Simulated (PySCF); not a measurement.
PySCF input (BP86/def2-TZVPD):

```python
from pyscf import gto, scf, dft

mol = gto.M(
    atom='''
    Sb   -0.00000000   -0.00000000   -0.03312522
    H     0.00000000    0.00000000    1.68938604
    ''',
    basis='def2-tzvpd',
    ecp='def2-tzvp',
    charge=0,
    spin=2,
    symmetry='C2v',
    verbose=4,
)

mf = dft.UKS(mol, xc='bp86').density_fit(auxbasis='def2-universal-jkfit')
mf.grids.level = 3
mf.conv_tol = 1e-9
mf.max_cycle = 100
mf.max_memory = 1500
mf.kernel()
if not mf.converged:
    mf = mf.newton()
    mf.kernel(mf.make_rdm1())
mf.analyze()
```

End of the output:

```
Extra cycle  E= -240.939294977998  delta_E= -1.08e-12  |g|= 1.29e-06  |ddm|= 5.99e-06
converged SCF energy = -240.939294977998  <S^2> = 2.0038861  2S+1 = 3.0025896
**** SCF Summaries ****
Total Energy =                        -240.939294977998088
Nuclear Repulsion Energy =               7.065890443676984
One-electron Energy =                 -434.381104089501491
Two-electron Energy =                  186.375918667826426
Two-electron Coulomb Energy =          206.210240469396155
DFT Exchange-Correlation Energy =      -19.834321801569718
HOMO-LUMO gap [eV] =                     1.541356168198883
Wave-function symmetry = A2
alpha occupancy for each irrep:     A1   A2   B1   B2
                                     6    1    3    3
beta  occupancy for each irrep:     A1   A2   B1   B2
                                     6    1    2    2
**** MO energy ****
alpha MO #1 (A1 #1), energy= -5.51075928505152 occ= 1
alpha MO #2 (B1 #1), energy= -3.77869580805242 occ= 1
alpha MO #3 (B2 #1), energy= -3.77869580805241 occ= 1
alpha MO #4 (A1 #2), energy= -3.77421698576986 occ= 1
alpha MO #5 (A1 #3), energy= -1.21915473566007 occ= 1
alpha MO #6 (A2 #1), energy= -1.21915473329953 occ= 1
alpha MO #7 (A1 #4), energy= -1.21533666728502 occ= 1
alpha MO #8 (B1 #2), energy= -1.21523257193862 occ= 1
alpha MO #9 (B2 #2), energy= -1.21523257193862 occ= 1
alpha MO #10 (A1 #5), energy= -0.515005033123997 occ= 1
alpha MO #11 (A1 #6), energy= -0.287343896084992 occ= 1
alpha MO #12 (B1 #3), energy= -0.201244103589841 occ= 1
alpha MO #13 (B2 #3), energy= -0.20124410358984 occ= 1
alpha MO #14 (A1 #7), energy= -0.0337261189564506 occ= 0
alpha MO #15 (A1 #8), energy= 0.00329888545372192 occ= 0
alpha MO #16 (B1 #4), energy= 0.0506544337002977 occ= 0
alpha MO #17 (B2 #4), energy= 0.0506544337002981 occ= 0
alpha MO #18 (A1 #9), energy= 0.0516085445988352 occ= 0
alpha MO #19 (A2 #2), energy= 0.0516085483453841 occ= 0
alpha MO #20 (A1 #10), energy= 0.0774109519079031 occ= 0
alpha MO #21 (B1 #5), energy= 0.101578634665022 occ= 0
alpha MO #22 (B2 #5), energy= 0.101578634665012 occ= 0
alpha MO #23 (A1 #11), energy= 0.130496650722936 occ= 0
alpha MO #24 (B1 #6), energy= 0.205510883743221 occ= 0
alpha MO #25 (B2 #6), energy= 0.205510883743213 occ= 0
alpha MO #26 (A1 #12), energy= 0.244467194061961 occ= 0
alpha MO #27 (A1 #13), energy= 0.26887864859926 occ= 0
alpha MO #28 (A2 #3), energy= 0.268878648899217 occ= 0
alpha MO #29 (B1 #7), energy= 0.288996280041497 occ= 0
alpha MO #30 (B2 #7), energy= 0.288996280041489 occ= 0
alpha MO #31 (A1 #14), energy= 0.310014178231922 occ= 0
alpha MO #32 (A1 #15), energy= 0.431371278962903 occ= 0
alpha MO #33 (A1 #16), energy= 0.47076438551347 occ= 0
alpha MO #34 (B1 #8), energy= 0.681351145763423 occ= 0
alpha MO #35 (B2 #8), energy= 0.681351145763422 occ= 0
alpha MO #36 (A1 #17), energy= 0.689158826640732 occ= 0
alpha MO #37 (A2 #4), energy= 0.689158844819071 occ= 0
alpha MO #38 (B1 #9), energy= 0.731199420003274 occ= 0
alpha MO #39 (B2 #9), energy= 0.731199420003272 occ= 0
alpha MO #40 (B1 #10), energy= 0.747235656895943 occ= 0
alpha MO #41 (B2 #10), energy= 0.74723565689597 occ= 0
alpha MO #42 (A1 #18), energy= 0.828749956764989 occ= 0
alpha MO #43 (A1 #19), energy= 0.986518260202486 occ= 0
alpha MO #44 (A1 #20), energy= 1.2304914079606 occ= 0
alpha MO #45 (A2 #5), energy= 1.23049151709705 occ= 0
alpha MO #46 (B1 #11), energy= 1.24302412751292 occ= 0
alpha MO #47 (B2 #11), energy= 1.24302412751292 occ= 0
alpha MO #48 (A1 #21), energy= 1.24440704114284 occ= 0
alpha MO #49 (B1 #12), energy= 1.64463633549993 occ= 0
alpha MO #50 (B2 #12), energy= 1.64463633549993 occ= 0
alpha MO #51 (A1 #22), energy= 2.132759717899 occ= 0
alpha MO #52 (B1 #13), energy= 2.23711793107682 occ= 0
alpha MO #53 (B2 #13), energy= 2.23711793107682 occ= 0
alpha MO #54 (A2 #6), energy= 2.24137389969783 occ= 0
alpha MO #55 (A1 #23), energy= 2.24137396922207 occ= 0
alpha MO #56 (B1 #14), energy= 2.32425232893671 occ= 0
alpha MO #57 (B2 #14), energy= 2.3242523289367 occ= 0
alpha MO #58 (A1 #24), energy= 2.38207142531628 occ= 0
alpha MO #59 (A1 #25), energy= 2.64417971920928 occ= 0
alpha MO #60 (A1 #26), energy= 3.40901788406186 occ= 0
alpha MO #61 (B1 #15), energy= 39.0508302054563 occ= 0
alpha MO #62 (B2 #15), energy= 39.0508302054562 occ= 0
alpha MO #63 (A1 #27), energy= 39.1962215373685 occ= 0
alpha MO #64 (A1 #28), energy= 39.8580429496189 occ= 0
alpha MO #65 (A1 #29), energy= 113.358121176244 occ= 0
beta  MO #1 (A1 #1), energy= -5.50756337840747 occ= 1
beta  MO #2 (B1 #1), energy= -3.77429309422044 occ= 1
beta  MO #3 (B2 #1), energy= -3.77429309422043 occ= 1
beta  MO #4 (A1 #2), energy= -3.77304363325586 occ= 1
beta  MO #5 (A1 #3), energy= -1.21126520194547 occ= 1
beta  MO #6 (B1 #2), energy= -1.20966342392859 occ= 1
beta  MO #7 (B2 #2), energy= -1.20966342392859 occ= 1
beta  MO #8 (A1 #4), energy= -1.20959336399504 occ= 1
beta  MO #9 (A2 #1), energy= -1.20959336255359 occ= 1
beta  MO #10 (A1 #5), energy= -0.477486686030818 occ= 1
beta  MO #11 (A1 #6), energy= -0.274398087220497 occ= 1
beta  MO #12 (B1 #3), energy= -0.144600308706845 occ= 0
beta  MO #13 (B2 #3), energy= -0.144600308706844 occ= 0
beta  MO #14 (A1 #7), energy= -0.0217005951543898 occ= 0
beta  MO #15 (A1 #8), energy= 0.0240541084834103 occ= 0
beta  MO #16 (B1 #4), energy= 0.0663498910062326 occ= 0
beta  MO #17 (B2 #4), energy= 0.0663498910062335 occ= 0
beta  MO #18 (A1 #9), energy= 0.07979875514821 occ= 0
beta  MO #19 (A2 #2), energy= 0.0798005425414767 occ= 0
beta  MO #20 (A1 #10), energy= 0.0814140766294734 occ= 0
beta  MO #21 (B1 #5), energy= 0.125669341456427 occ= 0
beta  MO #22 (B2 #5), energy= 0.125669341456423 occ= 0
beta  MO #23 (A1 #11), energy= 0.138456540202908 occ= 0
beta  MO #24 (B1 #6), energy= 0.21518635774084 occ= 0
beta  MO #25 (B2 #6), energy= 0.215186357740837 occ= 0
beta  MO #26 (A1 #12), energy= 0.254834804742834 occ= 0
beta  MO #27 (B1 #7), energy= 0.315120356379162 occ= 0
beta  MO #28 (B2 #7), energy= 0.315120356379154 occ= 0
beta  MO #29 (A1 #13), energy= 0.316689998770557 occ= 0
beta  MO #30 (A2 #3), energy= 0.316691583049111 occ= 0
beta  MO #31 (A1 #14), energy= 0.335698565008183 occ= 0
beta  MO #32 (A1 #15), energy= 0.447324506555248 occ= 0
beta  MO #33 (A1 #16), energy= 0.485517266987213 occ= 0
beta  MO #34 (A2 #4), energy= 0.741042608098842 occ= 0
beta  MO #35 (A1 #17), energy= 0.741042638133886 occ= 0
beta  MO #36 (B1 #8), energy= 0.753655237081839 occ= 0
beta  MO #37 (B2 #8), energy= 0.753655237081841 occ= 0
[...]
```
